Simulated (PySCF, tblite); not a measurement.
Isomers of C4H5ClO2S2Si, one GFN2-xTB conformer each. Single-point energies are computed at PBE0/pcSseg-1 (PySCF, gas phase, no added dispersion term), electronic only.

**Question.** Rank them by PBE0/pcSseg-1 energy, lowest first (kcal/mol).
A. `[O:1]=[S:2](=[O:3])([Cl:4])[c:5]1[cH:6][c:7]([SiH3:8])[cH:9][s:10]1` with O1–S2–C5–C6 21°
B. `[O:1]=[S:2](=[O:3])([Cl:4])[c:5]1[cH:6][cH:7][c:8]([SiH3:9])[s:10]1` with O1–S2–C5–C6 22°

**Answer.** B (0.0), A (1.2).

Neighbours under 2.5 kcal/mol apart (O=S(=O)(Cl)c1ccc([SiH3])s1 and O=S(=O)(Cl)c1cc([SiH3])cs1) can change places with a better method, another conformer or zero-point energy. GFN2-xTB itself gives, in the same order: 0.0, 0.0. Both levels put the same isomer lowest.

**Question.** Which frontier levels, dipoles and rotational constants go with these structures?

**Answer.** 
```json
{"SMILES": "O=S(=O)(Cl)c1ccc([SiH3])s1", "HOMO (eV, PBE0/pcSseg-1)": "-8.01", "LUMO (eV)": "-2.39", "dipole (D)": "5.38", "A, B, C (MHz)": "1806, 402.7, 391.6"}
{"SMILES": "O=S(=O)(Cl)c1cc([SiH3])cs1", "HOMO (eV, PBE0/pcSseg-1)": "-8.08", "LUMO (eV)": "-2.28", "dipole (D)": "5.19", "A, B, C (MHz)": "1461, 429.8, 395.4"}
```

**Question.** What happens when harmonic zero-point energies from GFN2-xTB frequencies are added?

**Answer.** 
```tsv
SMILES	ZPE (kcal/mol)	electronic (kcal/mol)	with ZPE (kcal/mol)
O=S(=O)(Cl)c1ccc([SiH3])s1	49.9	0.0	0.0
O=S(=O)(Cl)c1cc([SiH3])cs1	49.9	1.2	1.2
```

The zero-point energies span 0.0 kcal/mol. The order is unchanged.
